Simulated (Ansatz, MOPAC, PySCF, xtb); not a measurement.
Noncovalent pair: H2O (SMILES O) (first 3 atoms) with GeH4 (SMILES [GeH4]); geometry from B3LYP-D3(BJ)/def2-TZVP.
(charge 0, multiplicity 1):
```xyz
8

O      0.262    -0.124     0.401
H     -0.653     0.033     0.145
H      0.702     0.727     0.305
Ge    -0.167    -0.049     3.646
H     -0.397     0.035     5.168
H     -0.597     1.289     3.023
H     -1.020    -1.188     3.077
H      1.321    -0.299     3.378
```

Interaction energies are E(AB) − E(A) − E(B) at the monomers' geometry in the complex; basis-set methods are counterpoise corrected. Rows marked so take none.

Cores are frozen in the correlated methods. Filled d and f shells under p-block atoms count as core. Rows in STO-3G carry no dispersion term and start afresh at each structure; the Pople sets are all-electron and without relativity. The state that PM3, PM7 reach isn't checked; PM7 holds dispersion and hydrogen-bond terms.

Run with Ansatz (a quantum-chemistry and plane-wave program) with Gaussian orbitals; MOPAC for PM3, PM7 (differences of heats of formation); PySCF for STO-3G rows, the dispersion terms; xtb for the GFN methods. Values without a source in brackets are computed.

| level | interaction energy (kcal/mol) |
|---|---|
| GFN-FF | -0.38 |
| PM3 | 2.31 |
| PM7 | -0.79 |
| GFN2-xTB | -4.53 |
| HF/STO-3G (no counterpoise) | -0.43 |
| revPBE-D4/def2-TZVPPD | -0.91 |
| BHLYP-D3(BJ)/def2-TZVPPD | -1.50 |
| MP2/aug-cc-pVTZ | -1.17 |
| CCSD(T)/aug-cc-pVTZ | … |

Some entries are withheld; supply them.


- CCSD(T)/aug-cc-pVTZ, interaction energy (kcal/mol): -1.27
